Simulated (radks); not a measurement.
Results of a calculation; reference values are marked as such.
Sm XXVI, configuration [Kr] 4d1. Code: a radial shooting solver on a logarithmic mesh with Libxc functionals. Model: Dirac Kohn-Sham, BLYP, spin-unpolarised, spherical densities, point nucleus; open shells are shared between the two j in proportion to 2j + 1; speed of light set to 274.072 atomic units (2 times the physical value, a model run).

Unscreened Slater integrals over Kohn-Sham orbitals (hartree). Large and small components are both included. Empty in this configuration: 5s1/2.

| integral | value |
|---|---|
| F0(4d5/2,4d5/2) | 1.6019 |
| F2(4d5/2,4d5/2) | 0.82215 |
| F4(4d5/2,4d5/2) | 0.55985 |
| F0(4d5/2,4d3/2) | 1.6039 |
| F2(4d5/2,4d3/2) | 0.82305 |
| G2(4d5/2,4d3/2) | 0.82257 |
| G4(4d5/2,4d3/2) | 0.56015 |
| F0(4d5/2,4p3/2) | 1.6008 |
| F2(4d5/2,4p3/2) | 0.82723 |
| G1(4d5/2,4p3/2) | 1.0290 |
| G3(4d5/2,4p3/2) | 0.65963 |
| F0(4d5/2,4p1/2) | 1.6076 |
| G3(4d5/2,4p1/2) | 0.66385 |
| F0(4d5/2,5s1/2) | 1.0898 |
| G2(4d5/2,5s1/2) | 0.11807 |
| F0(4d3/2,4d3/2) | 1.6060 |
| F2(4d3/2,4d3/2) | 0.82397 |
| F0(4d3/2,4p3/2) | 1.6028 |
| F2(4d3/2,4p3/2) | 0.82800 |
| G1(4d3/2,4p3/2) | 1.0286 |
| G3(4d3/2,4p3/2) | 0.65963 |
| F0(4d3/2,4p1/2) | 1.6096 |
| G1(4d3/2,4p1/2) | 1.0379 |
| F0(4d3/2,5s1/2) | 1.0904 |
| G2(4d3/2,5s1/2) | 0.11771 |
| F0(4p3/2,4p3/2) | 1.6035 |
| F2(4p3/2,4p3/2) | 0.84274 |
| F0(4p3/2,4p1/2) | 1.6101 |
| G2(4p3/2,4p1/2) | 0.84552 |
| F0(4p3/2,5s1/2) | 1.0901 |
| G1(4p3/2,5s1/2) | 0.10869 |
| F0(4p1/2,4p1/2) | 1.6169 |
| F0(4p1/2,5s1/2) | 1.0920 |
| G1(4p1/2,5s1/2) | 0.10882 |
| F0(5s1/2,5s1/2) | 0.91258 |
